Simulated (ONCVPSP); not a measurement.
**What one change does to a pseudopotential (V (Z = 23), ONCV)**

V (Z = 23), optimised norm-conserving Vanderbilt (ONCV), made with ONCVPSP 4.0.1 (PBE, scalar-relativistic). Core [Ar], reference 3d3 4s2. Waves: 4s: rc 2.20 bohr, ncon 4, nbas 7, qcut 3.6 1/bohr, 2 projectors, debl 0.5 Ha; p scattering state at 0.06 Ha: rc 2.30 bohr, ncon 4, nbas 9, qcut 4.1 1/bohr, 2 projectors, debl 2.3 Ha; 3d: rc 2.15 bohr, ncon 3, nbas 8, qcut 5.8 1/bohr, 2 projectors, debl 3 Ha. Local part: polynomial inside 2.10 bohr (lpopt 5, dvloc0 1 Ha). Core correction: none.

Change: all radii scaled by about 1.03 (s 2.26, p 2.38, d 2.22 bohr); local potential polynomial inside 2.16 bohr (lpopt 5, dvloc0 1 Ha).

Cutoffs: the cutoffs (Ha) at which the residual kinetic energy of the hardest occupied pseudo-wave falls to 1 and 0.1 mHa per electron; they do not see the model core or the augmentation charge, which bear on the density cutoff. Errors are all-electron minus pseudo energies relative to the spin-unpolarised reference configuration.

**Question.** How do hardness, ghosts and transferability respond?

**Answer.** The potential gets softer (15 Ha and 31 Ha → 15 Ha and 18 Ha); both files keep a bound ghost (s); the errors of the 3 common tests hardly move. A larger radius leaves more room for a smooth pseudo-wave, so fewer plane waves are needed.

| quantity | base | changed |
| --- | --- | --- |
| cutoff, loose | 15 Ha | 15 Ha |
| cutoff, tight | 31 Ha | 18 Ha |
| loose cutoff by channel | s 3.0 Ha, d 15 Ha | s 3.0 Ha, d 15 Ha |
| bound ghosts | s | s |
| GHOST(+) flags under 300 eV | none | none |
| tests with a reliable result | 3 of 4 | 3 of 4 |
| error for 3d3 4s1, meV [ΔE 7.74 eV] | +10 | +10 |
| error for 3d3 4s0, meV [ΔE 22.03 eV] | +143 | +137 |
| error for 3d3.5 4s1.5, meV [ΔE 0.05 eV] | +22 | +25 |

Base: The cutoffs count occupied waves only; projector 2 of the d channel, the hardest unoccupied one, needs 61 Ha at the loose tolerance. Changed file: The cutoffs count occupied waves only; projector 2 of the p channel, the hardest unoccupied one, needs 58 Ha at the loose tolerance. A true bound ghost makes a file unfit for plane-wave use even where its test errors are small: the radial tests pick states by their node count and pass the ghost by.
